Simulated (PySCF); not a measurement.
AsH2, SMILES [AsH2], multiplicity 2.

Coordinates come from a PBE0-D3(BJ)/def2-TZVPD optimisation. The isomer is the one that the SMILES or the coordinates give; other isomers of the formula were not compared.

All values below come from PySCF 2.14.0 with TDA-CAM-B3LYP/def2-TZVPD.

Vertical excitations. The molecule is in vacuum.

| state | energy (eV) | λ (nm) | f | main pairs |
|---|---|---|---|---|
| root 1 | 2.96 | 419 | 0.005 | β HOMO→LUMO 99 % |
| root 2 | 4.79 | 259 | 0.000 | α HOMO→LUMO+1 13 %, β HOMO−1→LUMO 86 % |
| root 3 | 5.32 | 233 | 0.000 | α HOMO→LUMO+1 85 %, β HOMO−1→LUMO 13 % |
| root 4 | 5.48 | 226 | 0.025 | α HOMO→LUMO 96 % |
| root 5 | 6.30 | 197 | 0.000 | α HOMO−1→LUMO+1 39 %, β HOMO→LUMO+2 54 % |
| root 6 | 6.85 | 181 | 0.004 | α HOMO−1→LUMO 29 %, β HOMO→LUMO+1 56 % |
| root 7 | 7.28 | 170 | 0.186 | α HOMO→LUMO+2 94 % |
| root 8 | 7.49 | 165 | 0.166 | α HOMO−1→LUMO 57 %, β HOMO→LUMO+1 36 % |
| root 9 | 7.75 | 160 | 0.004 | α HOMO→LUMO+4 53 %, α HOMO−1→LUMO+1 29 %, β HOMO→LUMO+2 15 % |
| root 10 | 7.97 | 156 | 0.008 | α HOMO→LUMO+3 98 % |
Unrestricted roots are not spin-pure.
